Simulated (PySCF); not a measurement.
These are TPSSh-D3(BJ)/def2-TZVP run with PySCF 2.14.0 values and carry that method's errors. All species are isolated molecules in the gas phase. One relaxed conformer stands for a flexible species; it need not be the lowest. Excitations are Tamm–Dancoff values on a coarser integration grid. The basis has no diffuse functions, so Rydberg states are missing or too high.

Reference species (SMILES): `[H]/[O+]=C\OC` (C–O–C–O torsion 0°) (charge +1, multiplicity 1).

| Property | Value |
|---|---|
| T1 excitation (TDA) | 5.98 eV |
| HOMO–LUMO gap | 7.63 eV |

Changed species: `[H]/[O+]=C\[SeH]` (O–C–Se–H torsion 0°) (X = selanyl, proton added; the reference has X = methoxy, proton added).

Problem. Predict the effect on the T1 excitation (TDA) and HOMO–LUMO gap.

Solution. the T1 excitation (TDA) falls by 2.62 eV, to 3.36 eV; the HOMO–LUMO gap falls by 2.77 eV, to 4.86 eV.
